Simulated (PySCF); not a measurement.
SrCl: input and log

State: ²Σ⁺ (doublet), unpaired electrons σ ↑.

An equivalent input (the run itself took its basis sets from the Basis Set Exchange, started from a PBE0 density and held the occupation σ 8α 7β, πx 3α 3β, πy 3α 3β):

```python
from pyscf import gto, scf
mol = gto.M(atom='Sr 0 0 0; Cl 0 0 2.596', basis={'Sr': 'def2-SVP', 'Cl': 'def2-SVP'}, ecp={'Sr': 'def2-SVP'},
            charge=0, spin=1, verbose=4, symmetry='C2v')
mf = scf.UHF(mol)
mf.irrep_nelec = {'A1': (8, 7), 'B1': (3, 3), 'B2': (3, 3)}
mf.conv_tol = 1e-9
mf.max_cycle = 60
mf.diis_space = 10
mf.kernel()
```

The log (some set-up lines and the per-cycle HOMO/LUMO lines removed):

```
******** <class 'pyscf.scf.uhf_symm.SymAdaptedUHF'> ********
method = SymAdaptedUHF
damping factor = 0
level_shift factor = 0
DIIS = <class 'pyscf.scf.diis.CDIIS'>
diis_start_cycle = 1
diis_space = 10
diis_damp = 0
SCF conv_tol = 1e-09
SCF conv_tol_grad = None
SCF max_cycles = 60
number electrons alpha = 14  beta = 13
Set gradient conv threshold to 3.16228e-05
init E= -489.786178737258
cycle= 1 E= -489.793251198994  delta_E= -0.00707  |g|= 0.0185  |ddm|= 0.239
cycle= 2 E= -489.793744878021  delta_E= -0.000494  |g|= 0.00571  |ddm|= 0.0624
cycle= 3 E= -489.793888636004  delta_E= -0.000144  |g|= 0.0034  |ddm|= 0.0345
cycle= 4 E= -489.793953214874  delta_E= -6.46e-05  |g|= 0.002  |ddm|= 0.0211
cycle= 5 E= -489.79399821008  delta_E= -4.5e-05  |g|= 0.000553  |ddm|= 0.0273
cycle= 6 E= -489.794001050338  delta_E= -2.84e-06  |g|= 0.000161  |ddm|= 0.00668
cycle= 7 E= -489.794001173365  delta_E= -1.23e-07  |g|= 5.12e-05  |ddm|= 0.00162
cycle= 8 E= -489.794001181433  delta_E= -8.07e-09  |g|= 1.26e-05  |ddm|= 0.000619
cycle= 9 E= -489.794001181768  delta_E= -3.35e-10  |g|= 3.41e-06  |ddm|= 8.61e-05
Extra cycle  E= -489.794001181789  delta_E= -2.06e-11  |g|= 1.88e-06  |ddm|= 9.87e-06
converged SCF energy = -489.794001181789  <S^2> = 0.75052193  2S+1 = 2.0005219
```

Repeating this along the bond gives Re = 2.655 Å and ωe = 305 cm⁻¹.

A point of this curve took 0.057 CPU seconds beside 0.063 for the integrals (shared host).

Spin–orbit coupling is left out. The state was picked by a PBE0 search and need not be the measured ground state.
